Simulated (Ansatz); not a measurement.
[Tm(H2O)6]3+ (TmO₆H₁₂³⁺). Total charge 3; triplet. Geometry r2SCAN-D4/def2-SVP.

```
atom   x (Å)   y (Å)   z (Å)
 Tm1   0.000  -0.003   0.002
  O2   1.038   0.217  -2.006
  H3   0.632   0.404  -2.878
  H4   1.996   0.147  -2.200
  O5  -1.039  -0.215   2.011
  H6  -1.997  -0.141   2.205
  H7  -0.633  -0.401   2.883
  O8  -0.247  -2.224  -0.370
  H9   0.039  -2.739  -1.152
 H10  -0.667  -2.889   0.215
 O11   0.243   2.219   0.373
 H12   0.663   2.885  -0.210
 H13  -0.049   2.733   1.154
 O14  -1.999   0.383  -0.993
 H15  -2.448   1.243  -1.127
 H16  -2.609  -0.272  -1.390
 O17   2.004  -0.383   0.988
 H18   2.618   0.276   1.374
 H19   2.456  -1.241   1.122
```

In the def2 sets Tm takes a core potential; there is no spin–orbit coupling. B3LYP takes the VWN-RPA correlation. With an open 4f shell the SCF may have ended on a state above the lowest.

**Question.** Estimate the α-spin orbital energies around the gap (eV) in Ansatz with PBE-D4/def2-SVP, r2SCAN-D4/def2-TZVP, B3LYP-D4/def2-TZVP, PBE0-D4/def2-SVP, PBE0-D4/def2-TZVP.

**Answer.** 
| orbital | PBE-D4/def2-SVP | r2SCAN-D4/def2-TZVP | B3LYP-D4/def2-TZVP | PBE0-D4/def2-SVP | PBE0-D4/def2-TZVP |
| --- | --- | --- | --- | --- | --- |
| HOMO−9 | -22.16 | -23.15 | -26.18 | -26.45 | -26.51 |
| HOMO−8 | -22.13 | -23.14 | -25.21 | -25.49 | -25.56 |
| HOMO−7 | -22.09 | -22.94 | -25.20 | -25.48 | -25.55 |
| HOMO−6 | -22.08 | -22.90 | -25.16 | -25.42 | -25.49 |
| HOMO−5 | -21.27 | -21.78 | -22.93 | -23.13 | -23.23 |
| HOMO−4 | -21.18 | -21.78 | -22.91 | -23.11 | -23.21 |
| HOMO−3 | -21.12 | -21.75 | -22.91 | -23.11 | -23.20 |
| HOMO−2 | -21.07 | -21.63 | -22.78 | -22.98 | -23.08 |
| HOMO−1 | -21.00 | -21.61 | -22.77 | -22.96 | -23.06 |
| HOMO | -20.87 | -21.56 | -22.75 | -22.95 | -23.06 |
| LUMO | -13.15 | -13.39 | -12.86 | -12.46 | -12.54 |
| LUMO+1 | -13.00 | -13.21 | -12.72 | -12.32 | -12.40 |
| LUMO+2 | -13.00 | -13.21 | -12.71 | -12.31 | -12.38 |
| LUMO+3 | -12.95 | -12.53 | -12.68 | -12.10 | -12.29 |
| LUMO+4 | -11.63 | -11.04 | -11.30 | -10.73 | -10.90 |
| LUMO+5 | -11.61 | -11.04 | -11.30 | -10.73 | -10.89 |
| β HOMO | -20.55 | -20.79 | -22.73 | -22.94 | -23.04 |
| β LUMO | -19.89 | -18.54 | -16.95 | -16.14 | -16.17 |
